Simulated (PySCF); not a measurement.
## Radial density of Si²⁺ (silicon, charge +2)

UHF, [Ne] 3s2, closed-shell 1S. Calculation: PySCF 2.14, in def2-SVP (4s3p1d, 18 functions); the non-relativistic Hamiltonian (point nucleus).

```
r (bohr)  4πr²ρ (e/bohr)
 0.00193         0.07401
 0.00324          0.2065
 0.00545          0.5626
 0.00917           1.451
  0.0154           3.418
  0.0259           7.252
  0.0436           12.54
  0.0734           15.90
   0.123           12.69
   0.208           9.612
   0.349           13.80
   0.587           11.01
   0.988           2.743
    1.66           1.245
    2.80          0.5018
    4.70        0.009692
```
